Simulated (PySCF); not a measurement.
SMILES [CH2]([In]([NH2])[CH]=C)C (C4H10InN) (GFN2-xTB optimised geometry):

```
16

In     0.187    -0.480     0.000
C     -0.855     1.533     0.000
C      0.164     2.654    -0.119
H     -1.414     1.610     0.935
H     -1.572     1.564    -0.823
H      0.706     2.585    -1.064
H      0.890     2.600     0.694
H     -0.322     3.631    -0.079
C     -0.718    -2.490     0.346
C     -2.013    -2.658     0.550
H     -0.052    -3.348     0.363
H     -2.456    -3.631     0.736
H     -2.706    -1.826     0.541
N      2.243    -0.480     0.000
H      2.706     0.303    -0.449
H      2.699    -1.322    -0.332
```

Computed with PySCF 2.14.0 with CAM-B3LYP/def2-TZVP, def2 effective core potentials past Kr.

Problem. What are the frontier orbital energies and the dipole moment?

Solution. HOMO-2 -9.14 eV, HOMO-1 -8.22 eV, HOMO -8.07 eV, LUMO -0.15 eV, LUMO+1 0.66 eV; dipole moment 1.23 D.

On the same geometry PBE/def2-TZVP, def2 effective core potentials past Kr run with PySCF gives HOMO-2 -6.67 eV, HOMO-1 -5.71 eV, HOMO -5.49 eV, LUMO -1.75 eV, LUMO+1 -1.10 eV; dipole moment 1.06 D.
